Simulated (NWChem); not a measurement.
System: SiH$_{2}$S$_{2}$Cl$_{2}$; SMILES S[Si](S)(Cl)Cl

NWChem input:

```
start job
memory heap 200 mb stack 900 mb global 1100 mb
geometry units angstroms noautoz
  S      1.577331     0.867399     1.136751
  Si     0.000000     0.000000    -0.020960
  S     -1.577331    -0.867399     1.136751
  Cl     0.965020    -1.378984    -1.219195
  Cl    -0.965020     1.378984    -1.219195
  H      0.766521     1.661526     1.871506
  H     -0.766521    -1.661526     1.871506
end
basis spherical
  S library 6-31g*
  Si library 6-31g*
  Cl library 6-31g*
  H library 6-31g*
end
dft
  xc xpbe96 cpbe96
  iterations 150
  mulliken
end
task dft energy
```

Coordinates come from a B3LYP/6-31G* (spherical d) optimisation.

Q: Give the results of this calculation. (PBE/6-31G* (spherical d).) Quantities: basis functions; energy (Ha); highest occupied level (eV); orbital gap (eV); dipole (D).

A: number of basis functions: 94
energy (Ha): -2006.66
highest occupied level (eV): -6.72
orbital gap (eV): 4.94
dipole (D): 1.99
